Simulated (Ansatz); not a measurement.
Total energies of `FC1=CO[SiH2][SiH2]1`.

Z-matrix (Å, degrees):
```
Si
O 1 1.690
Si 1 2.338 2 95.3
H 1 1.484 2 108.2 3 -120.9
H 1 1.484 2 108.2 3 120.9
C 2 1.353 1 117.0 3 0.0
C 3 1.866 1 86.1 2 -0.0
H 3 1.486 1 116.6 2 -114.3
H 3 1.486 1 116.6 2 114.3
H 6 1.086 2 114.0 1 180.0
F 7 1.353 3 123.8 1 -180.0
```

Charge 0, multiplicity 1. All single points use the PBE0-D4/def2-TZVP geometry. Basis def2-TZVPP, Ansatz.

RPA on PBE orbitals: Hartree–Fock energy of these orbitals -830.85060 Eh, correlation -1.67471 Eh (frozen core).

```tsv
functional	energy without D4 (Eh)	D4 term (kJ/mol)
LDA (SPW92)	-829.18408	–
PBE	-832.81712	-28.8
BLYP	-833.33175	-63.1
r2SCAN	-833.21548	-6.9
B97M-V	-833.18722	–
PBE0	-832.87801	-24.4
B3LYP	-833.43394	-46.8
r2SCANh	-833.19746	-7.4
HSE06 (plane-wave form)	-832.85324	-22.8
LC-ωPBE	-833.05127	–
ωB97X-V	-833.21929	–
ωB97M-V	-833.27005	–
B2PLYP	-832.97801	–
PBE-QIDH	-832.66907	–
```

Q: Give the same for revPBE, r2SCAN0, BHLYP, CAM-B3LYP. (Best estimate.)

A: The calculation gave: 
```
functional  energy without D4 (Eh)  D4 term (kJ/mol)
    revPBE              -833.18723             -83.8
   r2SCAN0              -833.17215              -8.2
     BHLYP              -833.26921             -37.2
 CAM-B3LYP              -833.31369             -24.9
```

B3LYP takes the VWN-RPA correlation (the form of Gaussian; ORCA's B3LYP/G). HSE06 is the plane-wave form, built on full-range PBE exchange. The double hybrids freeze the cores in their second-order part.

LC-ωPBE has ω = 0.4 bohr⁻¹.
